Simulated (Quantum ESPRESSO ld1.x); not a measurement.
Mn, configuration [Ar] 3d5 4s2. Method: scalar-relativistic Kohn-Sham, LDA (Slater exchange, Perdew-Zunger correlation), spin-polarised, spherical densities, point nucleus; open shells are filled with parallel spins first; computed with ld1.x of Quantum ESPRESSO 7.5. Some entries of the table are withheld. Estimate them.

orbital  occ.  eigenvalue (eV)  <r> (bohr)
1s up       1         -6413.58     0.06101
1s down     1         -6413.56     0.06101
2s up       1         -742.096      0.2804
2s down     1         -739.931      0.2799
2p up       3         -629.434      0.2477
2p down     3         -627.757      0.2471
3s up       1         -86.7850      0.8527
3s down     1         -82.0061      0.8564
3p up       3         -55.8466         (1)
3p down     3         -51.1877         (2)
3d up       5          -8.2541       1.193
4s up       1          -5.6720       2.992
4s down     1          -4.6837       3.236
3d down     0          -4.2333       1.350

Answer. 
(1) 3p up <r> (bohr): 0.9042
(2) 3p down <r> (bohr): 0.9115
